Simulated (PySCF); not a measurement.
A PySCF script (with the pyscf-properties extension) for the NMR shieldings of SMILES C=CC[C@@H]1CS[C@H](BF)S1, C$_{6}$H$_{10}$BFS$_{2}$, on a GFN2-xTB geometry:

```python
import basis_set_exchange as bse
import numpy as np
from pyscf import gto, dft
from pyscf.prop import nmr

atoms = """
C     3.104611    0.531638   -0.949088
C     2.486010   -0.368994   -0.209673
C     1.394644   -0.055045    0.765652
C     0.089663   -0.741689    0.365556
C    -0.437494   -0.216664   -0.954834
S    -2.154772   -0.786783   -1.160984
C    -2.642014   -0.340792    0.560815
B    -3.109038    0.951577   -0.193922
F    -2.300171    2.005067   -0.305566
S    -1.192494   -0.446721    1.661253
H     2.858270    1.578903   -0.889575
H     3.889583    0.265458   -1.635868
H     2.749109   -1.416414   -0.285760
H     1.679148   -0.411388    1.759269
H     1.231213    1.022692    0.823688
H     0.227537   -1.826149    0.313104
H    -0.421991    0.872687   -0.979616
H     0.133149   -0.609187   -1.795526
H    -3.391789   -1.048645    0.902555
H    -4.198321    1.051126   -0.613909
"""
names = dict.fromkeys(["C", "S", "B", "F", "H"], "pcSseg-1")
basis = {el: gto.basis.parse(bse.get_basis(n, elements=[el], fmt="nwchem")) for el, n in names.items()}
mol = gto.M(atom=atoms, basis=basis, charge=0, verbose=0)
mf = dft.RKS(mol, xc="PBE0")
mf.grids.level = 2
mf.grids.alignment = dft.numint.BLKSIZE   # the property module wants whole blocks of grid points
mf.conv_tol = 1e-9
mf.kernel()

calc = nmr.RKS(mf)   # GIAO
C = mf.mo_coeff
Co = C[:, mf.mo_occ > 0]
resp = mf.gen_response(singlet=True, hermi=2)
def vind(x):   # induced exchange potential for any number of trial vectors
    d = np.einsum("pi,xij,qj->xpq", C, 2 * x.reshape(-1, C.shape[1], Co.shape[1]), Co, optimize=True)
    return np.einsum("xpq,pi,qj->xij", resp(d - d.transpose(0, 2, 1)), C, Co, optimize=True).ravel()
mo1, _ = nmr.rhf.solve_mo1(calc, with_cphf=vind)
sigma = calc.kernel(mo1)
for i, s in enumerate(sigma):   # ppm
    print("%2d %-2s %9.2f" % (i, mol.atom_pure_symbol(i), np.trace(s) / 3))
```

**Question.** Give the expected output.

**Answer.** 
```
 0 C      62.20
 1 C      41.07
 2 C     143.69
 3 C     120.64
 4 C     141.80
 5 S     558.04
 6 C     135.38
 7 B      88.76
 8 F     335.35
 9 S     431.41
10 H      26.18
11 H      26.31
12 H      25.65
13 H      28.94
14 H      29.57
15 H      27.46
16 H      29.04
17 H      29.01
18 H      27.95
19 H      27.59
```

These numbers come from an equivalent density-fitted implementation of the same equations, which agrees with the script to about 0.01 ppm for H and up to a few tenths of a ppm for heavy atoms, so last digits may differ.

Size and cost of the density-fitted run: 234 basis functions, 86 s wall time on 1 thread of an Arm Neoverse N1, shared host; peak memory 1.1 GiB.
